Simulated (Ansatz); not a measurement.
Abridged output of a molecular run in Ansatz:

```
Functional definition: HF
1373 factors; integrals over basis functions are off by at most 1.3e-3 eV
mean field evaluation 1: about -13867.1496 eV, gradient 7.5e1 eV
mean field evaluation 2: about -13867.4066 eV, gradient 7.5e1 eV
mean field evaluation 4: about -13877.6478 eV, gradient 1.2e1 eV
mean field evaluation 8: about -13878.0027 eV, gradient 1.0e0 eV
mean field evaluation 16: about -13878.0060 eV, gradient 2.0e-6 eV
mean field -13878.00604621 eV, -510.0073153479 hartree, gradient 2.0e-6 eV, S^2 0.000000; 0 other end points of the search recorded, 0 dependent functions left out
6 core orbitals not correlated: weight in the atoms' cores, before any rotation towards them, 1.000 or more for the frozen orbitals, at most 0.000 for the correlated occupied ones
reference -13878.00604621 eV, -510.0073153479 hartree; 27, 27 occupied and 108, 108 virtual orbitals, 1373 factors
second order -39.31429090 eV of doubles, -0.00000000 eV of singles
cycle   1  -36.91538998 eV  change     2.4e0 eV  update   2.5e-1
cycle   2  -38.36321646 eV  change    -1.4e0 eV  update   1.3e-1
cycle   3  -38.71905556 eV  change   -3.6e-1 eV  update   3.6e-2
cycle   4  -38.73600843 eV  change   -1.7e-2 eV  update   1.3e-2
cycle   5  -38.71975503 eV  change    1.6e-2 eV  update   4.2e-3
cycle   6  -38.72087020 eV  change   -1.1e-3 eV  update   2.2e-3
cycle   7  -38.72091428 eV  change   -4.4e-5 eV  update   1.1e-3
cycle   8  -38.72048437 eV  change    4.3e-4 eV  update   5.2e-4
cycle   9  -38.72049977 eV  change   -1.5e-5 eV  update   2.5e-4
cycle  10  -38.72083242 eV  change   -3.3e-4 eV  update   1.2e-4
cycle  11  -38.72060916 eV  change    2.2e-4 eV  update   4.9e-5
cycle  12  -38.72060502 eV  change    4.1e-6 eV  update   2.5e-5
perturbative correction -1.40771780 eV, -0.0517326750 hartree
Total energy: -13918.13436904 eV, -511.4820040117 hartree
```

Its atoms:

```xyz
12

C    -0.355   -0.718    1.936
N    -0.089   -0.386    0.587
W     0.334    0.241   -0.952
O    -0.507   -0.787   -2.289
O     1.383    1.830   -0.826
F    -1.095    1.489   -1.130
F     1.968   -0.604   -1.295
H    -0.590   -1.782    2.027
H     0.512   -0.497    2.565
H    -1.209   -0.140    2.304
H    -1.296   -1.323   -2.199
H     0.944    2.678   -0.728
```

(1) Which basis set was used?
A. def2-TZVPP
B. def2-SVP
C. cc-pV(T+d)Z
D. def2-TZVPPD

(2) Write the keys of the input that set method, charge and spin (a neutral closed shell needs none for the last two).

Results:

(1) B. It gives 141 functions.

(2) 
```yaml
correlation: {method: ccsd_t}
```
